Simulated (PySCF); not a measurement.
# Ionisation energy of Ag²⁺ by level of theory

Ag²⁺ [Kr] 4d9 (2D) → Ag³⁺ [Kr] 4d8 (3F), as a difference of total energies. All numbers are calculated (PySCF 2.14, a scalar-relativistic core potential, in aug-cc-pVTZ-PP with ECP28MDF (6s6p5d3f2g, 88 functions)). Correlated levels: valence: 4s2 4p6 frozen. The calculations carry no spin-orbit coupling.

| method | ionisation energy (eV) |
| --- | --- |
| UHF | 32.889 |
| LDA | 35.367 |
| PBE | 34.898 |
| PBE0 | 34.730 |
| r2SCAN | 34.490 |
| PW91 | 34.976 |
| r2SCANh | 34.477 |
| BLYP | 34.813 |
| LC-wPBE | 34.726 |
| MP2 (valence) | 34.835 |
| SCS-MP2 (valence) | 34.704 |

Q: How much does correlation contribute at MP2 (valence)?

A: 34.835 − (32.889) = 1.946 eV, measured against UHF.

The reference lies between the lowest fine-structure levels, while these numbers refer to the centres of the terms.

Errors of the correlated levels include the incompleteness of this basis and the frozen core.

For comparison: 34.8 ± 0.3 eV (semi-empirical (NIST evaluation); NIST Atomic Spectra Database, ionization energies).
